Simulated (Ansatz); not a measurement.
Telling isomers of ClGaH4Si apart by their spectra

These gas-phase data were calculated for one isomer of ClGaH4Si at B3LYP-D3(BJ)/6-311G** (harmonic, unscaled wavenumbers; equilibrium rotational constants with average atomic masses):

* rotational constants: 10.86, 1.397, 1.256 GHz
* all wavenumbers above 1500 cm⁻¹: 2222, 2212, 1967, 1941
* dipole moment: 1.72 D (PBE0/def2-TZVPD)

Candidates:

(1) `Cl[SiH2][GaH2]`, a singlet
(2) `[SiH3][GaH][Cl]`, a singlet

Q: Which candidate do the data belong to?

A: Candidate (1). 2 modes lie between 2000 and 2380 cm⁻¹, one for each Si–H bond, while (2) has 3.

The same quantities for all candidates:

```tsv
	rotational constants (GHz)	wavenumbers above 1500 cm⁻¹	dipole (D)	E above the lowest, B3LYP-D3(BJ)/6-311G** (kcal/mol)
(1)	10.86, 1.397, 1.256	2222, 2212, 1967, 1941	1.72	13.8
(2)	7.649, 1.995, 1.612	2235, 2234, 2220, 1973	2.42	0.0
```

Harmonic stretches to hydrogen usually lie a few per cent above observed fundamentals. Each candidate is one conformer. Programs: Ansatz 0.2.0.
